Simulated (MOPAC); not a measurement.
MOPAC input (AM1):

```
AM1 1SCF CHARGE=1 GEO-OK AUX(PRECISION=9) THREADS=1
H3BN

B     0.75463700 1    0.20855000 1    0.04226600 1
N    -0.50761300 1   -0.14028300 1   -0.02843000 1
H     1.87925600 1    0.51934700 1    0.10525400 1
H    -1.28046000 1    0.52232700 1    0.05508600 1
H    -0.81868700 1   -1.10244200 1   -0.17265600 1
```

Output:

```
 *******************************************************************************
 **                                                                           **
 **                              MOPAC v23.2.5                                **
 **                                                                           **
 *******************************************************************************
 ** MOPAC's Digital Object Identifier: https://doi.org/10.5281/zenodo.6511958 **
 **                                                                           **
 ** Please cite the open-source release paper for use of this MOPAC version:  **
 ** J. E. Moussa and J. J. P. Stewart (2026)                                  **
 ** MOPAC: An open-source semiempirical molecular orbital program             **
 ** J. Open Source Softw., 11(119), 8025, https://doi.org/10.21105/joss.08025 **
 *******************************************************************************

                              AM1 CALCULATION RESULTS

 *******************************************************************************
 *  AM1        - The AM1 Hamiltonian to be used
 *  GEO-OK     - OVERRIDE INTERATOMIC DISTANCE AND OTHER SAFETY CHECKS
 *
 *
 *
 *                 CHARGE ON SYSTEM = +1
 *
 *
 *
 *  1SCF       - DO 1 SCF AND THEN STOP
 *  AUX        - OUTPUT AUXILIARY INFORMATION
 *******************************************************************************
AM1 1SCF CHARGE=1 GEO-OK AUX(PRECISION=9) THREADS=1
 H3BN

   ATOM   CHEMICAL          X               Y               Z
  NUMBER   SYMBOL      (ANGSTROMS)     (ANGSTROMS)     (ANGSTROMS)

     1       B          0.75463700  *   0.20855000  *   0.04226600  *
     2       N         -0.50761300  *  -0.14028300  *  -0.02843000  *
     3       H          1.87925600  *   0.51934700  *   0.10525400  *
     4       H         -1.28046000  *   0.52232700  *   0.05508600  *
     5       H         -0.81868700  *  -1.10244200  *  -0.17265600  *

          CARTESIAN COORDINATES

    NO.       ATOM           X           Y           Z

     1         B          0.7546      0.2086      0.0423
     2         N         -0.5076     -0.1403     -0.0284
     3         H          1.8793      0.5193      0.1053
     4         H         -1.2805      0.5223      0.0551
     5         H         -0.8187     -1.1024     -0.1727

  H: (AM1): M.J.S. DEWAR ET AL, J. AM. CHEM. SOC. 107 3902-3909 (1985)
  B: (AM1): M.J.S. DEWAR ET AL, ORGANOMETALLICS, 7, 513-521 (1988)
  N: (AM1): M.J.S. DEWAR ET AL, J. AM. CHEM. SOC. 107 3902-3909 (1985)

           Empirical Formula: H3 N B  =     5 atoms

      MOLECULAR POINT GROUP   :   C2v

      RHF CALCULATION, NO. OF DOUBLY OCCUPIED LEVELS = 5

 -------------------------------------------------------------------------------
 AM1 1SCF CHARGE=1 GEO-OK AUX(PRECISION=9) THREADS=1
 H3BN

     1SCF WAS SPECIFIED, SO BFGS WAS NOT USED
     SCF FIELD WAS ACHIEVED

                              AM1 CALCULATION
                                                       MOPAC v23.2.5 Linux

          FINAL HEAT OF FORMATION =        169.10662 KCAL/MOL =     707.54212 KJ/MOL

          COSMO AREA              =         68.43 SQUARE ANGSTROMS
          COSMO VOLUME            =         50.11 CUBIC ANGSTROMS

          IONIZATION POTENTIAL    =         18.687481 EV
          HOMO LUMO ENERGIES (EV) =        -18.687 -5.315
          NO. OF FILLED LEVELS    =          5
          MOLECULAR WEIGHT        =         27.8404         POINT GROUP:  C2v

          MOLECULAR DIMENSIONS (Angstroms)

            Atom       Atom       Distance
            H     4    H     3     3.16012
            H     5    H     3     1.64125
            H     3    N     2     0.00000

          SCF CALCULATIONS        =          1

   ATOM   CHEMICAL          X               Y               Z
  NUMBER   SYMBOL      (ANGSTROMS)     (ANGSTROMS)     (ANGSTROMS)

     1       B          0.75463700  *   0.20855000  *   0.04226600  *
     2       N         -0.50761300  *  -0.14028300  *  -0.02843000  *
     3       H          1.87925600  *   0.51934700  *   0.10525400  *
     4       H         -1.28046000  *   0.52232700  *   0.05508600  *
     5       H         -0.81868700  *  -1.10244200  *  -0.17265600  *

                             CARTESIAN COORDINATES

   1    B        0.754637000     0.208550000     0.042266000
   2    N       -0.507613000    -0.140283000    -0.028430000
   3    H        1.879256000     0.519347000     0.105254000
   4    H       -1.280460000     0.522327000     0.055086000
   5    H       -0.818687000    -1.102442000    -0.172656000

           Empirical Formula: H3 N B  =     5 atoms

      MOLECULAR POINT GROUP   :   C2v

                  EIGENVALUES
 -41.34917 -27.16412 -23.71145 -21.89464 -18.68748  -5.31531  -5.21412  -3.98121
  -2.08172  -0.47758   0.81988

              NET ATOMIC CHARGES AND DIPOLE CONTRIBUTIONS

  ATOM NO.   TYPE          CHARGE      No. of ELECS.   s-Pop       p-Pop
    1          B           0.545109        2.4549     1.30270     1.15219
    2          N          -0.431033        5.4310     1.45312     3.97792
    3          H           0.249879        0.7501     0.75012
    4          H           0.318023        0.6820     0.68198
    5          H           0.318023        0.6820     0.68198
 DIPOLE           X         Y         Z       TOTAL
 POINT-CHG.     1.933     0.534     0.108     2.009
 HYBRID        -0.675    -0.187    -0.038     0.702
 SUM            1.258     0.348     0.070     1.307

          ATOMIC ORBITAL ELECTRON POPULATIONS

     Atom    s        px        py        pz
    1  B   1.30270   0.66803   0.14506   0.33910
    2  N   1.45312   1.13664   1.19361   1.64767
    3  H   0.75012
    4  H   0.68198
    5  H   0.68198

 **********************
 *                    *
 * JOB ENDED NORMALLY *
 *                    *
 **********************

 == MOPAC DONE ==
```

The dipole moment of an ion depends on the origin.

The geometry given is a B3LYP-D3(BJ)/def2-TZVP minimum.
